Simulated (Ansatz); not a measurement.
NSi (SMILES N#[Si]), doublet (typed; the unrestricted solution is spin-contaminated), at a GFN2-xTB geometry. Base run: Ansatz (a quantum-chemistry and plane-wave program) with MP2/6-31G**.

Input for Ansatz:
Ansatz 0.2 input:
```yaml
crystal:
  periodic: [false, false, false]
  atoms:
    - {symbol: Si, position_ang: [-0.00000000, -0.00000000, -0.52212322]}
    - {symbol: N, position_ang: [0.00000000, 0.00000000, 1.04424644]}
basis:
  gaussian:
    orbitals: 6-31G__.json
magnetization: {spin_polarized: true, initial_magnetization: 1}
correlation: {method: mp2}
```
The basis file holds 6-31G** in the JSON format of the Basis Set Exchange.

Each row names what was changed in the base input (with any setting that the change needs).

```tsv
change	basis functions	E (Eh)	MP2 correlation (Eh)	core-seconds (rough)
base	34	-343.44354	-0.18729	2
basis = 6-31G	22	-343.32616	-0.12557	0.8
basis = cc-pVDZ	32	-343.46062	-0.18841	1
basis = pcseg-1	32	-343.42108	-0.19001	2
basis = pc-1	32	-343.43755	-0.19057	2
basis = 6-311G**	45	-343.48443	-0.19684	2
basis = cc-pVTZ	64	-343.54230	-0.23764	2
basis = def2-TZVP	68	-343.54049	-0.23615	4
basis = cc-pV(T+d)Z	69	-343.54587	-0.23801	5
basis = def2-TZVPP	73	-343.54185	-0.23743	5
basis = def2-TZVPD	80	-343.54307	-0.23802	9
basis = aug-cc-pVTZ	96	-343.54969	-0.24321	8
basis = def2-QZVP	127	-343.57247	-0.25660	20
```

Totals compare only among sets that treat the same electrons; sets with core potentials leave the core out.
